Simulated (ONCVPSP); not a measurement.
## Scattering properties, ONCV potential for lutetium

* Element: lutetium
* Generator: ONCVPSP 4.0.1
* Type: optimised norm-conserving Vanderbilt (ONCV)
* Functional: PBE
* Relativity: non-relativistic
* Frozen core: [Kr] 4d10
* Valence charge: 25
* Reference configuration: 4f13.5 5s2 5p6 5d1.5 6s2
* Partial waves: 5s+6s: rc 2.00 bohr, ncon 3, nbas 7, qcut 5.4 1/bohr, 2 projectors; 5p: rc 1.90 bohr, ncon 4, nbas 8, qcut 7.2 1/bohr, 1 projector; 5d: rc 2.20 bohr, ncon 3, nbas 7, qcut 4.6 1/bohr, 1 projector; 4f: rc 0.70 bohr, ncon 4, nbas 9, qcut 21.8 1/bohr, 1 projector
* Local potential: polynomial inside 0.60 bohr (lpopt 3, dvloc0 6 Ha)
* Core correction: Teter function, fcfact 3.25, rcfact 1.35

The phase is arctan(r·R′/R) of the radial function R(r), unwrapped; energies in Ha, scanned from -3 to 5 Ha. A pole is an energy at which the radial function vanishes at the test radius. The pseudo phase is shifted by a multiple of π to meet the all-electron one at the reference energy, and phase errors are pseudo minus all-electron; the curves can meet again beyond the range given. Levels narrower than the energy grid can be missing from the lists of poles.

**Question.** For each channel, where are the poles, and over which energies does the pseudopotential scatter like the atom?

**Answer.**

```tsv
channel	radius (bohr)	reference energy (Ha)	poles, all-electron	poles, pseudo	unbroken range about the reference energy with phases within 0.05 rad	phase error 1 Ha above the reference energy (rad)
s	2.04	-0.16	-1.62, 4.71	-1.62, 3.94	below 4.0	-0.007
p	1.93	-1.16	-0.48	-0.49	below 1.2	-0.004
d	2.23	-0.12	0.71	0.60, 0.95	below 0.6	-3.048
f	0.71	-0.70	4.47	4.72	the whole range	+0.001
```

Note: ghosts flagged at negative energy: s at -464.7 eV, p at -234.7 eV; GHOST(+) flagged for d at 20.5 eV. A true bound ghost makes a file unfit for plane-wave use.

Phases in the f channel:

| E (Ha) | all-electron | pseudo |
| --- | --- | --- |
| -2.98 | -0.381 | -0.373 |
| -2.54 | -0.557 | -0.552 |
| -2.10 | -0.715 | -0.712 |
| -1.66 | -0.851 | -0.850 |
| -1.22 | -0.966 | -0.966 |
| -0.78 | -1.063 | -1.063 |
| -0.34 | -1.144 | -1.144 |
| 0.10 | -1.213 | -1.212 |
| 0.54 | -1.272 | -1.270 |
| 0.98 | -1.322 | -1.320 |
| 1.42 | -1.366 | -1.363 |
| 1.86 | -1.405 | -1.401 |
| 2.30 | -1.440 | -1.435 |
| 2.74 | -1.471 | -1.465 |
| 3.18 | -1.499 | -1.492 |
| 3.62 | -1.525 | -1.517 |
| 4.06 | -1.549 | -1.540 |
| 4.50 | -1.572 | -1.561 |
| 4.94 | -1.594 | -1.580 |
